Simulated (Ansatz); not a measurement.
Harmonic frequencies (cm⁻¹) at PBE0-D4/def2-TZVP from Ansatz: 34, 100, 116, 237, 296, 441, 474, 574, 630, 675, 809, 925, 1104, 1140, 1184, 1317, 1386, 1410, 1478, 1486, 1512, 2088, 3024, 3043, 3064, 3120, 3131.

Each molecule was computed in one conformer, which needn't be the lowest.

(1) Which molecule is it?
A. `C[O][Ga]([CH3])[F]`
B. `C[CH2][Ga]([OH])[F]`
C. `CC[O][GaH][F]`
D. `C[CH2][GaH][NH2]`

## Answers

(1) C.
